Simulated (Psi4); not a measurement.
Pair of molecules, SMILES O=C=O with SMILES N#N (the first has 3 atoms); geometry from B3LYP-D3(BJ)/def2-TZVP, rigid monomers moved along the line of their centres of mass till C2···N4 is 4.40 Å.
(charge 0, multiplicity 1):
```xyz
5

O     -0.52489    -1.04136    -0.27140
C     -0.01877     0.00190    -0.27381
O      0.48721     1.04519    -0.28300
N      0.03631    -0.00447     4.12590
N      0.05219    -0.00453     5.21639
```

Method: SAPT0/jun-cc-pV(D+d)Z in Psi4.

Problem. Which attractive term is largest, and how does the interaction split up?

Solution. electrostatics -0.14, exchange 0.01, induction -0.01, dispersion -0.11, total -0.24 kcal/mol; the largest attraction is electrostatics.
